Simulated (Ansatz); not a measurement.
Geometry optimisation, RKS BLYP/def2-SVPD (Ansatz).

The input (input.yaml):

```yaml
crystal:
  periodic: [false, false, false]
  atoms:
    - { symbol: B, position_ang: [-0.070529, -0.29793, -0.085023] }
    - { symbol: H, position_ang: [0.028526, -0.45151, 1.101313] }
    - { symbol: O, position_ang: [0.961844, -0.455988, -0.951848] }
    - { symbol: H, position_ang: [1.815173, -0.673291, -0.536816] }
    - { symbol: F, position_ang: [-1.290017, -0.059257, -0.598166] }
    - { symbol: F, position_ang: [0.208235, 2.024292, 0.876612] }
    - { symbol: H, position_ang: [0.059268, 1.363984, 1.519428] }
basis:
  gaussian: { orbitals: def2-SVPD }
hamiltonian:
  xc: blyp
relax:
  f_tol: 0.03
  max_steps: 50
```

Launched with:

```bash
$ ansatz run input.yaml --threads 2 --pin off --max-ram 3072MiB --backend cpu --events-out ev --progress --plain --runs-dir out
```

Problem. Where does it end, and by what steps?

Solution. The run converged. The force dipped under the threshold on the way, but the program's further checks kept it going. After 47 steps the energy has fallen by 0.267 eV; H2 moved furthest, 1.69 Å.

| step | energy less start (eV) | largest force component (eV/Å) | accepted |
| --- | --- | --- | --- |
| 0 | 0.0000 | 0.486 | yes |
| 2 | -0.0669 | 0.896 | yes |
| 4 | -0.0903 | 0.348 | yes |
| 6 | -0.1009 | 0.030 | yes |
| 8 | -0.1030 | 0.251 | yes |
| 10 | -0.1080 | 0.193 | yes |
| 12 | -0.1125 | 0.382 | yes |
| 14 | -0.1194 | 0.404 | yes |
| 16 | -0.1372 | 0.060 | yes |
| 18 | -0.1399 | 0.327 | yes |
| 20 | -0.0968 | 2.011 | no |
| 22 | -0.1543 | 0.334 | yes |
| 24 | -0.1629 | 0.149 | yes |
| 26 | -0.1762 | 0.856 | yes |
| 28 | -0.2159 | 0.212 | yes |
| 30 | -0.2120 | 1.047 | no |
| 32 | -0.2403 | 0.255 | yes |
| 34 | -0.2514 | 0.052 | yes |
| 36 | -0.2530 | 0.016 | yes |
| 38 | -0.2545 | 0.118 | yes |
| 40 | -0.2544 | 0.350 | no |
| 42 | -0.2605 | 0.190 | yes |
| 44 | -0.2650 | 0.043 | yes |
| 46 | -0.2657 | 0.141 | yes |
| 47 | -0.2669 | 0.011 | yes |

```xyz
7
Properties=species:S:1:pos:R:3
B 0.150 -0.720 0.088
H -0.193 -1.868 0.199
O 1.129 -0.264 -0.723
H 1.580 -0.944 -1.253
F -0.489 0.220 0.835
F -0.193 2.978 1.155
H -0.272 2.048 1.024
```

Whether the end is a true minimum wasn't checked by a vibrational analysis.

Run time: 74 s on 2 threads of Arm Neoverse V2 (shared host), peak memory 0.11 GiB.
